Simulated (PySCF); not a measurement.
# Stretching BeSn⁺

Set-up: basis Be x2c-SVPall, Sn x2c-SVPall; spin-free X2C with a Gaussian nucleus; PySCF 2.14. Energies in eV from Be + Sn⁺ in their ground configurations at the same level. State: ²Π (doublet), unpaired electrons π ↑.

All columns are PBE0. A positive dipole points towards Sn; it is taken about the centre of mass and depends on that origin.

| R (Å) | E (eV) | μ (D) | Mulliken charge on Be (basis-dependent) | HOMO (eV) | LUMO (eV) | Mayer bond order | ⟨S²⟩ |
| --- | --- | --- | --- | --- | --- | --- | --- |
| 2.206 | -1.180 | -5.31 | 0.44 | -11.16 | -9.33 | 1.48 | 0.75 |
| 2.308 | -1.401 | -5.43 | 0.47 | -10.95 | -9.15 | 1.42 | 0.75 |
| 2.411 | -1.518 | -5.54 | 0.48 | -10.78 | -9.00 | 1.35 | 0.75 |
| 2.488 | -1.557 | -5.61 | 0.49 | -10.68 | -8.90 | 1.28 | 0.75 |
| 2.565 | -1.566 | -5.67 | 0.49 | -10.59 | -8.81 | 1.22 | 0.76 |
| 2.642 | -1.554 | -5.72 | 0.49 | -10.52 | -8.73 | 1.15 | 0.76 |
| 2.745 | -1.513 | -5.76 | 0.49 | -10.45 | -8.65 | 1.06 | 0.77 |
| 2.873 | -1.439 | -5.78 | 0.47 | -10.40 | -8.57 | 0.96 | 0.78 |
| 3.027 | -1.330 | -5.74 | 0.45 | -10.37 | -8.51 | 0.85 | 0.79 |
| 3.232 | -1.174 | -5.62 | 0.41 | -10.37 | -8.48 | 0.74 | 0.80 |

A fit through these points gives, at Re = 2.555 Å, μ = -5.67 D and dμ/dR = -0.733 D/Å; the reduced mass is 8.382 u.

Problem. How strong is the fundamental in the double-harmonic approximation, I = 42.26·(dμ/dR)²/μred km/mol?

Solution. I = 42.26·(-0.733)²/8.382 = 2.71 km/mol at PBE0.

These are scalar-relativistic numbers at best; spin–orbit coupling would shift them, the dissociation energy most. For an ion De counts to the pair picked by the measured ionisation energies or electron affinities, which need not be the lowest pair at this level. The state is the lowest determinant that a PBE0 search found; another state may lie lower at other levels.
